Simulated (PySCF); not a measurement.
# Magnetic susceptibility: SMILES C/C=C/O[SiH2]S[SiH3], C3H10OSSi2

Molfile (atoms numbered from 1):
```
C3H10OSSi2
     RDKit          3D

 17 16  0  0  0  0  0  0  0  0999 V2000
   -2.5443    1.1827    0.4228 C   0  0  0  0  0  0  0  0  0  0  0  0
   -1.4806    0.1502    0.2667 C   0  0  0  0  0  0  0  0  0  0  0  0
   -0.9766   -0.2154   -0.8997 C   0  0  0  0  0  0  0  0  0  0  0  0
   -0.0093   -1.1435   -1.0912 O   0  0  0  0  0  0  0  0  0  0  0  0
    0.8973   -2.0377   -0.0901 Si  0  0  0  0  0  4  0  0  0  0  0  0
    1.9824   -0.8365    1.3299 S   0  0  0  0  0  0  0  0  0  0  0  0
    2.6605    0.8114    0.1387 Si  0  0  0  0  0  4  0  0  0  0  0  0
   -2.1911    1.9933    1.0591 H   0  0  0  0  0  0  0  0  0  0  0  0
   -2.8343    1.5911   -0.5418 H   0  0  0  0  0  0  0  0  0  0  0  0
   -3.4221    0.7495    0.9008 H   0  0  0  0  0  0  0  0  0  0  0  0
   -1.1133   -0.3100    1.1732 H   0  0  0  0  0  0  0  0  0  0  0  0
   -1.3071    0.2159   -1.8371 H   0  0  0  0  0  0  0  0  0  0  0  0
    1.7897   -2.6332   -1.0642 H   0  0  0  0  0  0  0  0  0  0  0  0
    0.1413   -2.9383    0.7630 H   0  0  0  0  0  0  0  0  0  0  0  0
    1.5018    1.5587   -0.3379 H   0  0  0  0  0  0  0  0  0  0  0  0
    3.4389    0.2958   -0.9811 H   0  0  0  0  0  0  0  0  0  0  0  0
    3.4598    1.5780    1.0779 H   0  0  0  0  0  0  0  0  0  0  0  0
  1  2  1  0
  2  3  2  0
  3  4  1  0
  4  5  1  0
  5  6  1  0
  6  7  1  0
  1  8  1  0
  1  9  1  0
  1 10  1  0
  2 11  1  0
  3 12  1  0
  5 13  1  0
  5 14  1  0
  7 15  1  0
  7 16  1  0
  7 17  1  0
M  END
```

Computed, not measured: GIAO KT1/MINI magnetisability, non-relativistic, IEF-PCM dimethylsulfoxide (PySCF). Geometry: GFN2-xTB.

(1) How diamagnetic is it, and how anisotropic?

(2) Split it along the inertial axes a, b, c into diamagnetic and paramagnetic parts about the centre of mass, with the quadrupole moment.

Results:

(1) Isotropic -1865 × 10⁻³⁰ J/T², or -112.3 × 10⁻⁶ cm³/mol; principal values -1911, -1886, -1799 × 10⁻³⁰ J/T², anisotropy 101 × 10⁻³⁰ J/T² (root of half the summed squared differences of the principal values). The susceptibility is in cgs units.

(2) 
| axis | χ (10⁻⁶ cm³/mol) | diamagnetic (10⁻⁶ cm³/mol) | paramagnetic (10⁻⁶ cm³/mol) | summed x² of all electrons (Å²) | quadrupole Θ (D Å) |
| --- | --- | --- | --- | --- | --- |
| a | -113.4 | -813.3 | 699.8 | 281.0 | +0.12 |
| b | -114.8 | -1462.8 | 1348.0 | 127.9 | +1.09 |
| c | -108.8 | -1734.7 | 1625.9 | 63.8 | -1.21 |

Anisotropies 2χaa − χbb − χcc = -3.3 and 2χbb − χaa − χcc = -7.3 × 10⁻⁶ cm³/mol. Θ is traceless in Buckingham's convention.
